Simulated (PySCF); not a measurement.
C4H10O, SMILES CCOCC (connectivity only; charge and spin as stated), charge +1, multiplicity 2. Atoms are numbered in the order given.

```xyz
15

C     -0.2710     2.3082    -0.0405
C      0.6396     1.0472    -0.1630
O      0.0000     0.0000     0.5300
C     -0.6396    -1.0472    -0.1630
C      0.2710    -2.3082    -0.0405
H     -1.2151     2.1407    -0.5758
H     -0.4583     2.5498     1.0131
H      0.2972     3.1222    -0.5161
H      0.8128     0.7698    -1.2129
H      1.5725     1.2406     0.3923
H     -0.8128    -0.7698    -1.2129
H     -1.5725    -1.2406     0.3923
H     -0.2972    -3.1222    -0.5161
H      0.4583    -2.5498     1.0131
H      1.2151    -2.1407    -0.5758
```
Charge +1, spin multiplicity 2.

Coordinates come from a TPSSh-D3(BJ)/def2-SVP optimisation. The multiplicity is an assumed one; no other spin state was optimised. One conformer was computed; it need not be the lowest.

Computed with TPSSh-D3(BJ)/def2-SVP (PySCF 2.14.0).

No scaling factor is applied to the harmonic values.

Computed vibrational spectrum:
```csv
mode,ν (cm⁻¹),IR (km/mol),moving atoms (share of kinetic energy)
1,63,0.0,"C 55 %, H 33 %, O 11 %"
2,67,4.8,"C 46 %, H 27 %, O 27 %"
3,219,0.6,H 96 %
4,251,0.3,"H 90 %, C 9 %"
5,267,0.0,"C 72 %, H 26 %"
6,420,1.0,"H 41 %, C 35 %, O 24 %"
7,456,17.0,"O 49 %, C 31 %, H 21 %"
8,727,391.7,"C 66 %, O 20 %, H 14 %"
9,796,5.9,"H 44 %, C 44 %, O 12 %"
10,839,10.8,"H 83 %, C 12 %"
11,848,0.8,"H 78 %, C 13 %, O 9 %"
12,887,0.0,"C 88 %, H 10 %"
13,906,14.9,"H 50 %, C 36 %, O 14 %"
14,975,5.6,"H 69 %, C 30 %"
15,1057,10.6,"H 52 %, C 42 %"
16,1102,17.6,"H 65 %, C 33 %"
17,1143,2.7,"H 61 %, C 35 %"
18,1239,1.0,H 93 %
19,1260,2.1,H 94 %
20,1309,69.3,"H 73 %, O 18 %, C 9 %"
21,1325,18.6,"H 81 %, O 11 %, C 8 %"
22,1363,27.3,"H 83 %, C 17 %"
23,1372,1.7,"H 84 %, C 16 %"
24,1435,30.2,H 94 %
25,1436,18.7,H 95 %
26,1460,50.4,H 93 %
27,1473,1.3,H 94 %
28,1485,14.9,H 94 %
29,1496,10.1,"H 91 %, C 9 %"
30,3041,3.8,H 96 %
31,3044,22.1,H 95 %
32,3054,10.6,H 98 %
33,3054,0.0,H 97 %
34,3142,0.5,"H 90 %, C 10 %"
35,3145,21.9,"H 90 %, C 10 %"
36,3165,35.2,"H 90 %, C 10 %"
37,3166,1.6,"H 90 %, C 10 %"
38,3193,0.7,"H 90 %, C 10 %"
39,3193,1.4,"H 90 %, C 10 %"
```
